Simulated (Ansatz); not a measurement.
`C[S][GeH]` + silanol → `[SiH3][O][GeH]` + CH₃SH at 500 K and 1 bar (ligand exchange at a Ge–S bond).

Program: Ansatz. Geometries: PBE0-D4/def2-TZVP. ΔE: electronic, gas phase. CBS: MP2 limit from def2 TZ/QZ plus the TZ coupled-cluster correction, frozen cores. This one scheme is used for every species. For Ge outer-core shells are correlated without core-valence functions, which leaves a few kJ/mol of doubt a bond. Scalar relativity is left out up to krypton.

```
         species  CCSD(T)/CBS energy (Eh)  H − E (kJ/mol)  S (J/(mol·K))
     `C[S][GeH]`              -2514.34332           152.6          352.9
       `O[SiH3]`               -366.69042           127.5          292.9
`[SiH3][O][GeH]`              -2442.79250           128.6          366.3
           CH₃SH               -438.22835           145.1          283.7
```

H − E and S are ideal-gas, rigid-rotor, harmonic terms from PBE0-D4/def2-TZVP. 1 Eh = 2625.50 kJ/mol, R = 8.31446 J/(mol·K).

**Question.** By hand: ΔE, ΔH, ΔS and ΔG.

**Answer.** ΔE = (-2442.79250) + (-438.22835) − (-2514.34332) − (-366.69042) = 0.01289 Eh = 33.8 kJ/mol. Δ(H − E) = 128.6 + 145.1 − 152.6 − 127.5 = -6.4, so ΔH = 27.4 kJ/mol. ΔS = 366.3 + 283.7 − 352.9 − 292.9 = 4.2 J/(mol·K). ΔG = 27.4 − 500 × (4.2)/1000 = 25.3 kJ/mol.

**Question.** By hand: the equilibrium constant, and the temperature at which ΔG would vanish if ΔH and ΔS stayed fixed.

**Answer.** log₁₀ K = −ΔG/(RT ln 10) = -2.6. ΔG = 0 at ΔH/ΔS = 6524 K, far beyond where these terms or the molecules hold.

The number of gas molecules stays the same, so ΔS is small and ΔH decides. A doubt of 5 kJ/mol in ΔE shifts log₁₀ K by 0.5 here. These are equilibria of isolated gas molecules and say nothing of rates. Largest T1 diagnostic: 0.015 (customary marks: 0.02 for closed shells, 0.045 for open ones).
